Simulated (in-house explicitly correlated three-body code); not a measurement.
Computed with an exponentially correlated three-body code. Model: two electrons around a point charge, non-relativistic, variational in 260 exponentially correlated functions (energies converged to about 1e-7 hartree, or 1e-8 relative for large Z).

For two electrons in a singlet the Kohn-Sham orbital is the square root of half the density, so the exact Kohn-Sham potential and energy parts follow from the density alone, and exchange is minus half the Hartree energy. The Kohn-Sham level equals minus the binding energy of the second electron.

Command:
```bash
python run_hyl.py task.json out
```
Settings (lengths in bohr, energies in hartree):
```
Z                      1.44
interaction_strength   1
functions              260
states_tried           13
```

Time taken, with all properties: 39 s on 1 thread of Intel(R) Xeon(R) Platinum 8488C (Sapphire Rapids) (shared host).

**Those bound S and P states to n = 4 that converged, binding against the one-electron ion.**

Given: nuclear charge 1.44.

Computed: one-electron threshold -1.0368 hartree.

| term | energy (hartree) | binding (eV) | quantum defect |
| --- | --- | --- | --- |
| 1 1S | -1.32625664 | 7.8765 | 0.42171 |
| 2 3S | -1.07910877 | 1.1513 | 0.48741 |
| 2 1S | -1.06981398 | 0.89836 | 0.28767 |
| 2 3P | -1.06212962 | 0.68925 | 0.045105 |
| 2 1P | -1.06101579 | 0.65895 | 0.00065221 |
| 3 3S | -1.05203185 | 0.41448 | 0.47907 |
| 3 1S | -1.04987392 | 0.35576 | 0.27896 |
| 3 3P | -1.04792278 | 0.30267 | 0.049939 |
| 3 1P | -1.04754989 | 0.29252 | -0.00079065 |
| 4 3S | ? | ? | ? |
| 4 1S | ? | ? | ? |
| 4 3P | -1.04300887 | 0.16895 | 0.051506 |
| 4 1P | -1.04284621 | 0.16453 | -0.001255 |

What belongs in the row 4 3S?

energy (hartree): -1.04459794; binding (eV): 0.21219; quantum defect: 0.47671.

What belongs in the row 4 1S?

energy (hartree): -1.04378138; binding (eV): 0.18997; quantum defect: 0.27636.

**Converged states only, values per electron or pair.**

| term | mean r (bohr) | mean r squared (bohr²) | mean inverse r (1/bohr) | mean r12 (bohr) | mean inverse r12 (1/bohr) | mean cosine | mean p1 dot p2 (bohr⁻²) | delta r1 (bohr⁻³) | delta r12 (bohr⁻³) |
| --- | --- | --- | --- | --- | --- | --- | --- | --- | --- |
| 1 1S | 1.4369 | 2.9336 | 1.1285 | 2.2422 | 0.59759 | -0.085828 | 0.088044 | 0.59243 | 0.02362 |
| 2 3S | ? | ? | ? | ? | ? | ? | ? | ? | - |
| 2 1S | 5.6004 | 61.072 | 0.78633 | 10.235 | 0.12501 | -0.011053 | 0.0031775 | 0.48027 | 0.00097157 |
| 2 3P | 5.8514 | 69.719 | 0.77862 | 10.739 | 0.11817 | -0.014962 | -0.0065183 | 0.47353 | - |
| 2 1P | 6.2092 | 78.306 | 0.77476 | 11.441 | 0.10927 | -0.0076143 | 0.0042573 | 0.47518 | 2.6891e-05 |
| 3 3S | 11.392 | 270.69 | 0.75152 | 21.779 | 0.06032 | -0.003532 | 0.00053181 | 0.47677 | - |
| 3 1S | 13.191 | 365.73 | 0.74756 | 25.371 | 0.053212 | -0.00292 | 0.00080363 | 0.4765 | 0.00024811 |
| 3 3P | 14.185 | 432.48 | 0.7456 | 27.36 | 0.051488 | -0.0044434 | -0.0021051 | 0.47469 | - |
| 3 1P | ? | ? | ? | ? | ? | ? | ? | ? | ? |
| 4 3S | 21.712 | 1013.3 | 0.73658 | 42.4 | 0.032164 | -0.0013101 | 0.00019413 | 0.47579 | - |
| 4 1S | 24.192 | 1261.9 | 0.73503 | 47.357 | 0.029309 | -0.0011588 | 0.00031434 | 0.47573 | 9.7655e-05 |
| 4 3P | 25.934 | 1468 | 0.73425 | 50.842 | 0.028615 | -0.0018621 | -0.00090433 | 0.475 | - |
| 4 1P | 26.681 | 1552.8 | 0.7337 | 52.335 | 0.02736 | -0.00089007 | 0.00062297 | 0.47524 | 4.0524e-06 |

What belongs in the row 2 3S?

mean r (bohr): 4.4858; mean r squared (bohr²): 38.145; mean inverse r (1/bohr): 0.80197; mean r12 (bohr): 8.0336; mean inverse r12 (1/bohr): 0.15146; mean cosine: -0.015425; mean p1 dot p2 (bohr⁻²): 0.0023841; delta r1 (bohr⁻³): 0.48217.

What belongs in the row 3 1P?

mean r (bohr): 14.742; mean r squared (bohr²): 466.45; mean inverse r (1/bohr): 0.74434; mean r12 (bohr): 28.469; mean inverse r12 (1/bohr): 0.048585; mean cosine: -0.0021449; mean p1 dot p2 (bohr⁻²): 0.0014237; delta r1 (bohr⁻³): 0.47521; delta r12 (bohr⁻³): 9.2402e-06.

**Exact Kohn-Sham parts of the ground state from its density.**

Computed: total energy -1.32625664 hartree; Kohn-Sham kinetic 1.2931 hartree; exchange energy -0.67156 hartree; DFT correlation energy -0.040829 hartree; kinetic part of the DFT correlation energy 0.033147 hartree; potential part of the DFT correlation energy -0.073975 hartree; exact minus restricted Hartree-Fock -0.040594 hartree; Kohn-Sham level -7.8765 eV; restricted Hartree-Fock level -8.3176 eV; dipole polarisability 8.7415 bohr³.

What is the C6 of two such species?

21.875 hartree·bohr⁶.

What is the Hartree energy?

1.3431 hartree.

**Functionals on the exact density and self-consistent, errors are functional minus exact, hybrids only self-consistent, a dash where a self-consistent run leaves the top level unbound.**

```
       result  exchange error (millihartree)  correlation error (millihartree)  functional driven error (millihartree)  density driven error (millihartree)  self consistent total error (millihartree)  top level plus exact binding (eV)
      r2SCAN0                              -                                 -                                       -                                    -                                      1.0302                             3.4173
         AM05                         68.005                            -40.97                                  27.035                             -0.88098                                      26.154                             5.3394
         PBE0                              -                                 -                                       -                                    -                                      4.4127                             3.6875
B3LYP VWN-RPA                              -                                 -                                       -                                    -                                     -11.998                             3.8219
         RPBE                        -9.4408                            2.7377                                 -6.7031                             -0.89586                                      -7.599                             5.1882
         TPSS                        -6.0918                            1.4594                                 -4.6324                             -0.24727                                     -4.8796                             4.9818
        wB97X                              -                                 -                                       -                                    -                                     -2.6423                             0.9573
        M06-L                        -9.0549                            5.4068                                  -3.648                              -2.3098                                     -5.9578                             4.8449
         BP86                              ?                                 ?                                       ?                                    ?                                           ?                                  ?
      revTPSS                         -5.365                           -1.9638                                 -7.3288                             -0.15085                                     -7.4797                             4.8594
         OLYP                        -4.6496                            2.0578                                 -2.5918                              -1.2289                                     -3.8207                             5.2636
        HSE06                              -                                 -                                       -                                    -                                      3.6401                             4.0906
       PBEsol                         33.531                           -6.5304                                  27.001                             -0.77115                                       26.23                             5.3222
     LDA PW92                          90.03                           -53.306                                  36.724                              -1.2435                                      35.481                             5.2147
         SCAN                        -6.2824                            5.7741                                -0.50834                             -0.18333                                    -0.69167                             4.8359
     LDA VWN5                              ?                                 ?                                       ?                                    ?                                           ?                                  ?
         PW91                        0.37256                           0.12145                                   0.494                             -0.78077                                    -0.28677                             5.1509
         BLYP                        -4.9838                            2.0578                                  -2.926                              -1.0763                                     -4.0024                             5.1729
          PBE                         2.4409                            2.7377                                  5.1786                             -0.73343                                      4.4452                             5.2106
       r2SCAN                        -6.2824                            5.7741                                -0.50834                             -0.18333                                    -0.69167                             4.8359
```

What belongs in the row BP86?

exchange error (millihartree): -4.9838; correlation error (millihartree): -1.9484; functional driven error (millihartree): -6.9322; density driven error (millihartree): -0.55652; self consistent total error (millihartree): -7.4887; top level plus exact binding (eV): 5.0784.

What belongs in the row LDA VWN5?

exchange error (millihartree): 90.03; correlation error (millihartree): -53.483; functional driven error (millihartree): 36.547; density driven error (millihartree): -1.229; self consistent total error (millihartree): 35.318; top level plus exact binding (eV): 5.214.

The density-driven part is never positive, since each functional's own density lowers its energy. Here it is small beside the functional-driven part (median ratio 0.13), the normal case. The correlation energy of density-functional theory lies 0.23 millihartree below exact minus Hartree-Fock, because the Hartree-Fock density, unlike the exact one, minimises the Hartree-Fock energy.
